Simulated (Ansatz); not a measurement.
Ansatz (a quantum-chemistry and plane-wave program) input:

Ansatz 0.2 input:
```yaml
crystal:
  periodic: [false, false, false]
  atoms:
    - {symbol: Si, position_ang: [-0.62512827, 0.07670704, -0.02454429]}
    - {symbol: N, position_ang: [1.10149453, -0.04493257, -0.01031472]}
    - {symbol: H, position_ang: [-1.14140882, -1.14447336, -0.70602627]}
    - {symbol: H, position_ang: [-1.07076400, 0.10440109, 1.39773793]}
    - {symbol: H, position_ang: [1.65074514, 0.56448139, 0.57651553]}
    - {symbol: H, position_ang: [1.60276174, -0.28377968, -0.85240415]}
basis:
  gaussian:
    orbitals: def2-TZVPD
hamiltonian:
  xc: {name: BHLYP}
magnetization: {spin_polarized: true, initial_magnetization: 1}
output: {forces: true}
```

Task: What final total energy does it print?

Result: -346.61995 Eh (BHLYP/def2-TZVPD). The basis has 116 functions.

It need not be the lowest isomer of its formula.
